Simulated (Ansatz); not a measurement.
A nudged elastic band was laid between two geometries of BClFH3O (7 atoms, charge 0, multiplicity 1).

Theory: RKS BLYP/def2-SVP (Ansatz).

| Item | Value |
| --- | --- |
| movable images | 2 |
| climbing image | yes |
| spring | 5.0 eV/Å² |
| optimiser | quadratic models (default) |
| start path | through a guess of the saddle point |
| force threshold | 0.03 eV/Å |
| iteration limit | 60 |
| end points | relaxed |

First end point:

```xyz
7
Properties=species:S:1:pos:R:3
B 0.037 0.020 0.090
H 0.004 0.589 1.165
F 1.165 0.095 -0.650
Cl -1.543 0.100 -0.897
O -0.004 -1.683 0.589
H -0.727 -2.042 0.021
H -0.357 -1.702 1.504
```

Last end point:

```xyz
7
Properties=species:S:1:pos:R:3
B -0.082 -0.294 -1.057
H 0.071 -1.029 3.458
F 1.047 0.364 -1.304
Cl -1.429 -0.166 -2.228
O -0.167 -1.036 0.076
H -1.026 -1.487 0.181
H 0.162 -0.974 2.698
```

Question: Which bonds break or form, and what moves?

Answer: Bonds broken: B1–H2, O5–H7. Bonds formed: H2–H7. BClFH3O becomes BClFHO + H2.

Question: What energy profile does the band end with?

Answer: The run converged. The highest image is number 1 of 0 to 3, 23.1 kcal/mol above the first end and 45.2 kcal/mol above the last; the last end lies 22.1 kcal/mol below the first. Neighbouring images differ by up to 1.9 eV, so the band resolves the path poorly. Another band between the same ends (7 images) ends at a top of the same energy, where a vibrational analysis finds 1 clearly imaginary mode. So few images can step over the top or miss a turn of the path. The orbitals stay closed-shell, which can raise the energy where a bond breaks towards radicals; this wasn't checked here.

```
image  path coordinate (Å)  energy (kcal/mol)  B1–H2 (Å)  O5–H7 (Å)  H2–H7 (Å)
    0                 0.00                0.0       1.22       0.98       2.34
    1                 1.09               23.1       1.39       1.27       1.06
    2                 3.16              -21.6       3.52       2.62       0.77
    3                 5.23              -22.1       4.58       2.64       0.77
```

Question: What is the geometry of the highest image?

Answer: 
```xyz
7
Properties=species:S:1:pos:R:3
B -0.006 -0.278 -0.021
H -0.119 0.186 1.288
F 1.180 0.116 -0.520
Cl -1.520 0.179 -0.921
O 0.018 -1.773 0.436
H -0.853 -2.180 0.236
H -0.124 -0.871 1.324
```

The band took 36 iterations and of the order of 60 core-seconds.

The run took 64 s on 1 thread of Intel(R) Xeon(R) 6975P-C (Granite Rapids), on a shared host, peak memory 0.16 GiB.
